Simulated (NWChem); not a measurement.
Molecule: C₂H₇NOSi; SMILES OC/C=N/[SiH3]

Results from NWChem. Pople sets run with spherical d functions. B3LYP is NWChem's, with the RPA form of VWN correlation. Each level has its own optimisation. Brackets give each atom's bonded neighbours. One conformer.

```json
[
 {"level": "Hartree-Fock/6-31G*", "r C–O (Å)": "1.400", "r H–O (Å)": "0.948", "r C–C (Å)": "1.510", "r C–H [C(CHHO)–H(C)] (Å)": "1.084", "dipole (D)": "0.90"},
 {"level": "B3LYP/3-21G", "r C–O (Å)": "1.459", "r H–O (Å)": "0.996", "r C–C (Å)": "1.519", "r C–H [C(CHHO)–H(C)] (Å)": "1.097", "dipole (D)": "1.06"},
 {"level": "Hartree-Fock/STO-3G", "r C–O (Å)": "1.437", "r H–O (Å)": "0.991", "r C–C (Å)": "1.543", "r C–H [C(CHHO)–H(C)] (Å)": "1.095", "dipole (D)": "1.84"},
 {"level": "PBE0/def2-SVP", "r C–O (Å)": "1.399", "r H–O (Å)": "0.963", "r C–C (Å)": "1.506", "r C–H [C(CHHO)–H(C)] (Å)": "1.106", "dipole (D)": "0.90"}
]
```
